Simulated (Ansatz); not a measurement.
Total energies of SiEt(NCO)3 (C₅H₅N₃O₃Si) from Ansatz at PBE0-D4/def2-TZVP, gas phase (1 Eh = 27.2114 eV = 2625.5 kJ/mol). The reference geometry is relaxed at r2SCAN-D4/def2-SVP.

Cartesian coordinates in Å:
```
Si 0.086 0.442 -0.277
C 1.009 -0.757 0.791
C 0.146 -1.899 1.337
H 1.468 -0.180 1.614
H 1.852 -1.151 0.194
H 0.737 -2.583 1.965
H -0.683 -1.516 1.953
H -0.296 -2.496 0.523
N -1.193 1.170 0.599
C -2.136 1.681 1.143
O -3.048 2.177 1.685
N -0.589 -0.356 -1.634
C -1.122 -0.862 -2.586
O -1.632 -1.364 -3.513
N 1.122 1.680 -0.843
C 1.803 2.574 -1.270
O 2.475 3.441 -1.680
```

```csv
state,geometry,energy (Eh)
charge 0 singlet,reference,-872.62089
charge 1 doublet,reference,-872.23663
charge -1 doublet,reference,-872.57066
free Si atom (triplet),–,-289.24943
free C atom (triplet),–,-37.80537
free H atom (doublet),–,-0.50104
free N atom (quartet),–,-54.54382
free O atom (triplet),–,-75.01860
```

(1) Work out the vertical ionisation energy to the doublet.

(2) Work out the vertical electron affinity, to the doublet.

(3) Give the fundamental gap IE − EA, the Mulliken electronegativity (IE + EA)/2 and the hardness (IE − EA)/2.

(4) What is the binding energy per atom against free atoms?

(1) E(charge 1 doublet) − E(charge 0 singlet) = -872.23663 − (-872.62089) = 0.38426 Eh = 10.46 eV. For comparison, −ε of the highest occupied level is 8.80 eV at this level, 1.66 eV less.

(2) E(charge 0 singlet) − E(charge -1 doublet) = -872.62089 − (-872.57066) = -0.05023 Eh = -1.37 eV; negative, so the extra electron isn't bound. The basis lacks diffuse functions, which makes affinities too small.

(3) From the values in Eh: IE − EA = 0.38426 − (-0.05023) = 0.43449 Eh = 11.82 eV; (IE + EA)/2 = 4.54 eV; (IE − EA)/2 = 5.91 eV. The HOMO–LUMO gap of the same run is 8.69 eV, 3.13 eV smaller than the fundamental gap.

(4) Atoms: 1 × (-289.24943) + 5 × (-37.80537) + 5 × (-0.50104) + 3 × (-54.54382) + 3 × (-75.01860) = -869.46874 Eh. Binding: -869.46874 − (-872.62089) = 3.15215 Eh = 85.77 eV, or 5.05 eV for each of 17 atoms (no zero-point energy, no counterpoise term).

At PBE0-D4/def2-TZVP the highest occupied level of the charge -1 doublet lies above zero (up to 2.82 eV). By energy differences it is unbound by 1.37 eV (vertical, to the charge 0 singlet, at PBE0-D4/def2-TZVP) and held by the finite basis.
